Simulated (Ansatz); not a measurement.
Basis-set series for H3NOSiZn. Total charge 0; spin multiplicity 1. The bonds changed during the relaxation, so this is another structure than the one it started from. Geometry: relaxed with PBE0-D4/def2-TZVP. It is one conformer, not always the lowest.

```xyz
7

N     0.8269   -0.4870    0.4852
Si   -0.3098    0.7250    0.3319
O    -1.3576    0.8346   -0.7670
Zn   -1.4231   -0.9775   -2.5554
H     1.5045   -0.5231    1.2290
H     0.8903   -1.2521   -0.1688
H    -0.1312    1.6802    1.4450
```

```
functional       basis  functions  energy (Eh)  HOMO (eV)  LUMO (eV)
   PBE0-D4    def2-SVP         92  -2199.73316      -5.02      -0.64
   PBE0-D4  def2-TZVPP        210  -2200.27125      -5.30      -1.03
   ωB97M-V    def2-SVP         92  -2200.08598      -7.02       1.43
   ωB97M-V  def2-TZVPP        210  -2200.62791      -7.31       0.88
```

Question: Give the rows for def2-QZVPP. (An estimate is asked.)

Answer: Computed: 
```tsv
functional	basis	functions	energy (Eh)	HOMO (eV)	LUMO (eV)
PBE0-D4	def2-QZVPP	374	-2200.33128	-5.31	-1.14
ωB97M-V	def2-QZVPP	374	-2200.68571	-7.33	0.65
```

Positive LUMOs are unbound and depend on the basis. Scalar relativity is left out up to krypton.
